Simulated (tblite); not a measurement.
C6H7F2NSi.
Geometry (GFN2-xTB, Å), atoms numbered from 1 in this order:
```xyz
17
C6H7F2NSi angstrom
C      3.171   -0.926    0.567
C      2.290   -0.117    0.566
C      1.204    0.836    0.561
Si    -0.384    0.073   -0.181
C     -0.979   -1.529    0.631
C     -0.155   -0.163   -2.026
N     -0.002   -0.319   -3.150
C     -1.788    1.420   -0.062
F     -2.997    0.870   -0.360
F     -1.888    1.877    1.220
H      3.964   -1.612    0.573
H      1.016    1.160    1.588
H      1.515    1.718   -0.007
H     -1.876   -1.907    0.145
H     -1.215   -1.369    1.681
H     -0.214   -2.299    0.575
H     -1.672    2.302   -0.706
```

Level: GFN2-xTB in tblite, geometry and Hessian alike; calculated harmonic values, unscaled, isolated species. This tight-binding method is rough: wavenumbers can miss measured ones by several per cent, in bad cases by 10 to 20. One conformer, not necessarily the lowest.

Harmonic wavenumbers (cm⁻¹): 26.8, 32.3, 63.5, 77.4, 99.7, 106.5, 116.9, 141.8, 169.3, 251.5, 289.7, 300.3, 329.5, 334.3, 416.6, 491.0, 568.0, 633.7, 642.3, 645.4, 717.2, 746.8, 809.3, 832.2, 837.9, 994.9, 1008.7, 1073.5, 1103.6, 1205.6, 1232.4, 1272.3, 1364.2, 1412.0, 1449.8, 1452.4, 2294.9, 2351.1, 2892.1, 2943.3, 2954.9, 3023.6, 3028.0, 3040.1, 3402.9.

A = 1433, B = 775.8, C = 627.1 MHz; mass 159.032 u (most abundant isotopes); point group C1, symmetry number 1.

Problem. What is the zero-point energy?

Solution. Half the sum of the wavenumbers: 24590 cm⁻¹ = 294.16 kJ/mol.

Problem. Entropy at 298.15 K, 1 bar (ideal gas, RRHO, classical rotation)?

Solution. Translation 172.08, rotation 127.66, vibration 197.31: S = 497.0 J/(mol K).

Problem. And Cp and H(298.15 K) − H(0)?

Solution. Cp = 192.96 J/(mol K), of which vibrations give 159.71 (their classical limit is 45 R = 374.2); H(298.15 K) − H(0) = 37.76 kJ/mol without the zero-point energy, 27.84 from vibrations.

Problem. Which modes carry the vibrational entropy at 298.15 K?

Solution. 26.8 cm⁻¹: 25.33; 32.3 cm⁻¹: 23.78; 63.5 cm⁻¹: 18.18; 77.4 cm⁻¹: 16.55; 99.7 cm⁻¹: 14.48; 106.5 cm⁻¹: 13.94 J/(mol K); the other 39 give 85.06 together.

Problem. How do the functions run with temperature in this model?

Solution. 
```json
{"T (K)": "100", "S (J/(mol K))": "337.9", "Cp (J/(mol K))": "108.8", "H − H(0) (kJ/mol)": "7.39", "G − H(0) (kJ/mol)": "-26.40", "ln q(vib)": "4.07"}
{"T (K)": "200", "S (J/(mol K))": "428.0", "Cp (J/(mol K))": "154.7", "H − H(0) (kJ/mol)": "20.65", "G − H(0) (kJ/mol)": "-64.94", "ln q(vib)": "8.60"}
{"T (K)": "300", "S (J/(mol K))": "498.2", "Cp (J/(mol K))": "193.6", "H − H(0) (kJ/mol)": "38.11", "G − H(0) (kJ/mol)": "-111.36", "ln q(vib)": "12.57"}
{"T (K)": "500", "S (J/(mol K))": "611.8", "Cp (J/(mol K))": "251.5", "H − H(0) (kJ/mol)": "83.07", "G − H(0) (kJ/mol)": "-222.83", "ln q(vib)": "19.48"}
{"T (K)": "800", "S (J/(mol K))": "742.3", "Cp (J/(mol K))": "303.1", "H − H(0) (kJ/mol)": "166.97", "G − H(0) (kJ/mol)": "-426.87", "ln q(vib)": "28.18"}
{"T (K)": "1000", "S (J/(mol K))": "812.5", "Cp (J/(mol K))": "325.6", "H − H(0) (kJ/mol)": "229.96", "G − H(0) (kJ/mol)": "-582.53", "ln q(vib)": "33.17"}
```

q(vib) and H(0) count from the zero-point level.

Hindered rotation and anharmonicity are outside this model. Other conformers, if any are populated, would add a mixing term that is left out. The structure is chiral; the term R ln 2 for an equal mix with its mirror image is left out.
